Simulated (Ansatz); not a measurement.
Geometry optimisation, RKS B3LYP-D4/def2-SVP in Ansatz.

The input (input.yaml):

```yaml
crystal:
  periodic: [false, false, false]
  atoms:
    - { symbol: C, position_ang: [-0.10103, 1.37736, -1.1113] }
    - { symbol: "N", position_ang: [0.11989, 0.73012, -0.0681] }
    - { symbol: Si, position_ang: [0.54227, -0.88618, 0.32358] }
    - { symbol: S, position_ang: [2.47895, -1.11674, -0.58713] }
    - { symbol: H, position_ang: [-0.03143, 0.97343, -2.12421] }
    - { symbol: H, position_ang: [-0.38089, 2.4252, -1.03469] }
    - { symbol: H, position_ang: [-0.44363, -1.67108, -0.40282] }
    - { symbol: H, position_ang: [0.75394, -1.31066, 1.70046] }
    - { symbol: H, position_ang: [2.22116, -0.37407, -1.65118] }
basis:
  gaussian: { orbitals: def2-SVP }
hamiltonian:
  xc: b3lyp
  dispersion: d4
relax:
  f_tol: 0.015
  max_steps: 40
```

Command:

```bash
$ ansatz run input.yaml --threads 1 --pin off --max-ram 2048MiB --backend cpu --events-out ev --progress --plain --runs-dir out
```

Where does it end, and by what steps?

The run converged. After 12 steps the energy has fallen by 0.470 eV; H5 moved furthest, 1.28 Å.

| step | energy less start (eV) | largest force component (eV/Å) | accepted |
| --- | --- | --- | --- |
| 0 | 0.0000 | 1.461 | yes |
| 1 | -0.2131 | 0.563 | yes |
| 2 | -0.2288 | 1.039 | yes |
| 3 | -0.3100 | 0.333 | yes |
| 4 | -0.3562 | 0.358 | yes |
| 5 | -0.3751 | 0.688 | yes |
| 6 | -0.4262 | 0.301 | yes |
| 7 | -0.4512 | 0.326 | yes |
| 8 | -0.4620 | 0.097 | yes |
| 9 | -0.4686 | 0.091 | yes |
| 10 | -0.4693 | 0.124 | yes |
| 11 | -0.4698 | 0.076 | yes |
| 12 | -0.4702 | 0.009 | yes |

```xyz
9
Properties=species:S:1:pos:R:3
C -0.105 1.526 -0.958
N -0.428 0.555 -0.215
Si 0.541 -0.853 0.169
S 2.501 -0.912 -0.765
H 0.871 1.608 -1.483
H -0.805 2.367 -1.119
H -0.254 -2.045 -0.225
H 0.803 -0.841 1.630
H 2.034 -1.257 -1.988
```

Whether the end is a true minimum wasn't checked by a vibrational analysis.

Time of the run: 69 s on 1 thread of Intel(R) Xeon(R) Platinum 8375C CPU @ 2.90GHz (Ice Lake) (shared host), peak memory 0.19 GiB.
